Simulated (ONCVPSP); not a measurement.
Building the ONCV potential for I (Z = 53) (LDA (Perdew-Wang 92), scalar-relativistic).

I, optimised norm-conserving Vanderbilt (ONCV), made with ONCVPSP 4.0.1 (LDA (Perdew-Wang 92), scalar-relativistic). Core [Ar] 3d10, reference 4s2 4p6 4d10 5s1.75 5p5.25. Waves: 4s+5s: rc 1.15 bohr, ncon 4, nbas 7, qcut 8.8 1/bohr, 3 projectors, debl 1.4 Ha; 4p+5p: rc 1.20 bohr, ncon 4, nbas 8, qcut 12.3 1/bohr, 2 projectors; 4d: rc 0.85 bohr, ncon 4, nbas 8, qcut 11.1 1/bohr, local. Local part: the d channel. Core correction: Teter function fitted to the true core (icmod 2), fcfact 0.55.

All-electron outer shells of the reference configuration (LDA (PZ), scalar-relativistic, ld1.x):

```json
{"shell": "3p", "level (eV)": "-859.27", "outermost node (bohr)": "0.13", "outermost maximum (bohr)": "0.28"}
{"shell": "3d", "level (eV)": "-606.58", "outermost node (bohr)": "–", "outermost maximum (bohr)": "0.23"}
{"shell": "4s", "level (eV)": "-180.50", "outermost node (bohr)": "0.37", "outermost maximum (bohr)": "0.68"}
{"shell": "4p", "level (eV)": "-127.68", "outermost node (bohr)": "0.37", "outermost maximum (bohr)": "0.72"}
{"shell": "4d", "level (eV)": "-50.66", "outermost node (bohr)": "0.35", "outermost maximum (bohr)": "0.78"}
{"shell": "5s", "level (eV)": "-17.84", "outermost node (bohr)": "0.88", "outermost maximum (bohr)": "1.70"}
{"shell": "5p", "level (eV)": "-7.38", "outermost node (bohr)": "0.96", "outermost maximum (bohr)": "2.02"}
```

Results:

* Cutoffs needed: 58 Ha and 120 Ha (the cutoffs (Ha) at which the residual kinetic energy of the hardest occupied pseudo-wave falls to 1 and 0.1 mHa per electron)
* Ghost test: ghosts flagged at negative energy: s at -5394.9 eV; GHOST(+) flags only above 600 eV; a true bound ghost makes a file unfit for plane-wave use
* Largest excitation error: -6.7 meV (all-electron minus pseudo) for 4s2 4p6 4d10 5s2 5p3, out of 4 test configurations
* rms error of d²Exc/dni dnj: 3.15 mHa without and 0.73 mHa with the model core

Generation and tests took about 3.4 s on one core of a shared server CPU.
